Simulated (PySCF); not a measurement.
## Two-component Hartree-Fock for Os⁷⁰⁺ (osmium, charge +70)

Start: [He] 2s2 2p2; 2p1/2 filled at m_j = -1/2, +1/2. Calculated with PySCF 2.14 in an even-tempered Gaussian basis (16 s from 57 bohr⁻², ratio 2.4; 13 p from 74 bohr⁻², ratio 2.4; 5 d from 240 bohr⁻², ratio 2.6; 4 f from 360 bohr⁻², ratio 2.6): generalised Hartree-Fock with the X2C-1e Hamiltonian and a Gaussian nucleus; one run each with spin-orbit coupling (SO) switched off, then screened by Boettger's factors.

```tsv
spinor shell	electrons	ε, spin-free (eV)	ε, screened SO (eV)	weight of nominal j (screened SO)	rms radius, screened SO (bohr)
1s1/2	2	-82229.2	-82147.9	1.000	0.0200
2s1/2	2	-19946.1	-19921.1	1.000	0.0782
2p1/2	2	-18506.6	-19636.4	1.000	0.0658
```

```tsv
quantity	spin-free	screened SO
E (hartree)	-9145.20364	-9230.70992
M_J	0	0
⟨J²⟩	2.000	0.000
⟨L²⟩	2.000	1.333
⟨S²⟩	2.000	1.333
```

Breit and QED terms are absent; they matter most for the inner s and p1/2 levels.

Densities and radii are taken from the X2C orbitals without a picture-change correction, which distorts them close to the nucleus.

Without spin-orbit coupling the j labels of p, d and f shells carry no meaning; the spin-free column gives the mean over the occupied spinors of each nl shell.
